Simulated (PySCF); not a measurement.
Species: C8H7F.
Bonds: C1–C2 (double), C2–C3, C3–C4 (aromatic), C4–C5 (aromatic), C5–C6 (aromatic), C6–C7 (aromatic), C7–F8, C7–C9 (aromatic), C3–C9 (aromatic). Hydrogens: H10, H11 on C1; H12 on C2; H13 on C4; H14 on C5; H15 on C6; H16 on C9.

The same species was optimised twice, with GFN2-xTB and with PBE0-D3(BJ)/def2-SVP (PySCF), and the same property calculations (PySCF, gas phase) were run on both structures.

```tsv
coordinate	GFN2-xTB	PBE0-D3(BJ)/def2-SVP	change
C7–F8 (Å)	1.352	1.333	-0.019
C4–C5 (Å)	1.382	1.393	+0.011
C1=C2 (Å)	1.327	1.338	+0.011
C2–C3 (Å)	1.458	1.469	+0.011
C3–C9 (Å)	1.395	1.404	+0.009
C6–C7 (Å)	1.383	1.392	+0.009
C5–C6 (Å)	1.384	1.392	+0.008
C3–C4 (Å)	1.397	1.403	+0.006
C7–C9 (Å)	1.379	1.385	+0.006
C1–C2–C3 (°)	126.7	127.3	+0.6
F8–C7–C9 (°)	118.6	119.0	+0.4
C3–C4–C5 (°)	121.3	121.0	-0.3
C6–C7–C9 (°)	122.6	122.2	-0.4
C3–C9–C7 (°)	119.4	119.7	+0.3
C2–C3–C9 (°)	122.8	122.6	-0.2
C5–C6–C7 (°)	118.0	118.2	+0.2
C4–C5–C6 (°)	120.4	120.5	+0.1
C1–C2–C3–C4 (°)	180	180	0
```

Rotational constants: A = 2920, B = 1274, C = 887.1 MHz (GFN2-xTB) against A = 2903, B = 1260, C = 878.6 MHz (PBE0-D3(BJ)/def2-SVP). Point groups within 0.08 Å: Cs and Cs.

On the GFN2-xTB structure: HOMO (eV) -6.85 [PBE0/pcSseg-1]; LUMO (eV) -1.35 [PBE0/pcSseg-1]; dipole (D) 1.56 [PBE0/pcSseg-1]; GIAO shielding of C1 (ppm) 66.6 [PBE0/pcSseg-1]; GIAO shielding of C2 (ppm) 43.0 [PBE0/pcSseg-1]; GIAO shielding of C3 (ppm) 42.6 [PBE0/pcSseg-1]; GIAO shielding of C4 (ppm) 55.8 [PBE0/pcSseg-1]; GIAO shielding of C5 (ppm) 51.0 [PBE0/pcSseg-1]; GIAO shielding of C6 (ppm) 65.8 [PBE0/pcSseg-1]; GIAO shielding of C7 (ppm) 13.4 [PBE0/pcSseg-1]; GIAO shielding of F8 (ppm) 286.9 [PBE0/pcSseg-1].

Q: What do these properties become on the PBE0-D3(BJ)/def2-SVP structure?

A: 
| property | level | on GFN2-xTB | on PBE0-D3(BJ)/def2-SVP | change |
| --- | --- | --- | --- | --- |
| HOMO (eV) | PBE0/pcSseg-1 | -6.85 | -6.82 | +0.03 |
| LUMO (eV) | PBE0/pcSseg-1 | -1.35 | -1.37 | -0.02 |
| dipole (D) | PBE0/pcSseg-1 | 1.56 | 1.43 | -0.13 |
| energy, GFN2-xTB geometry as zero (kcal/mol) | PBE0/pcSseg-1 | 0.0 | -0.2 | -0.2 |
| GIAO shielding of C1 (ppm) | PBE0/pcSseg-1 | 66.6 | 63.8 | -2.8 |
| GIAO shielding of C2 (ppm) | PBE0/pcSseg-1 | 43.0 | 40.5 | -2.5 |
| GIAO shielding of C3 (ppm) | PBE0/pcSseg-1 | 42.6 | 40.8 | -1.8 |
| GIAO shielding of C4 (ppm) | PBE0/pcSseg-1 | 55.8 | 54.0 | -1.8 |
| GIAO shielding of C5 (ppm) | PBE0/pcSseg-1 | 51.0 | 48.8 | -2.2 |
| GIAO shielding of C6 (ppm) | PBE0/pcSseg-1 | 65.8 | 63.6 | -2.2 |
| GIAO shielding of C7 (ppm) | PBE0/pcSseg-1 | 13.4 | 13.6 | +0.2 |
| GIAO shielding of F8 (ppm) | PBE0/pcSseg-1 | 286.9 | 289.2 | +2.3 |

The heavy atoms differ by 0.013 Å rms after alignment. Among bonds between heavy atoms C7–F8 changes most (-0.019 Å). Changes are differences of the printed values. Neither structure is proved a minimum here.

Conformer computed: `[CH2:1]=[CH:2][c:3]1[cH:4][cH:5][cH:6][c:7]([F:8])[cH:9]1`: C1–C2–C3–C4 180°.
